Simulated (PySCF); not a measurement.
Al(Cl)(OH)(SMe) (CH₄AlClOS), SMILES C[S][Al]([OH])[Cl]. Geometry optimised at PBE-D3(BJ)/def2-SVP. The structure was generated by enumeration; whether it is a known compound was not checked. The values are those of a single conformer.

Computed equilibrium geometry at PBE-D3(BJ)/def2-SVP (PySCF confirms it by a frequency run) as Cartesian coordinates in Å, and its point group (one conformer of several):
point group Cs.
```xyz
9

Al    -0.2917     0.3895     0.0000
Cl     0.5010     2.3459     0.0000
O     -1.9794     0.0870     0.0000
H     -2.6475     0.7899     0.0000
S      1.0300    -1.3324     0.0000
C     -0.2231    -2.6960     0.0000
H     -1.2573    -2.3050     0.0000
H     -0.0627    -3.3151    -0.9025
H     -0.0627    -3.3151     0.9025
```
Charge 0, spin multiplicity 1.
